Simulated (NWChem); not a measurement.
# GeH3Cl; SMILES [Cl][GeH3]

```xyz
5

Ge     0.0000     0.0000    -0.6965
Cl     0.0000     0.0000     1.4909
H      1.4175    -0.4022    -1.1459
H     -0.3604     1.4287    -1.1459
H     -1.0570    -1.0265    -1.1459
```
Atoms are numbered in this order, from 1.

The geometry was optimised at B3LYP/6-31G* (spherical d).

**Question.** Give the principal values of the shielding tensors (ppm) of Ge1, Cl2 from PBE/pcSseg-1, GIAO (NWChem), with their diamagnetic and paramagnetic parts as GIAO splits them.

**Answer.** 
```tsv
atom	σ11	σ22	σ33	isotropic	diamagnetic	paramagnetic
Ge1	1247.3	1247.3	1565.6	1353.4	2757.2	-1403.8
Cl2	1012.1	1012.1	1024.7	1016.3	1148.3	-132.0
```
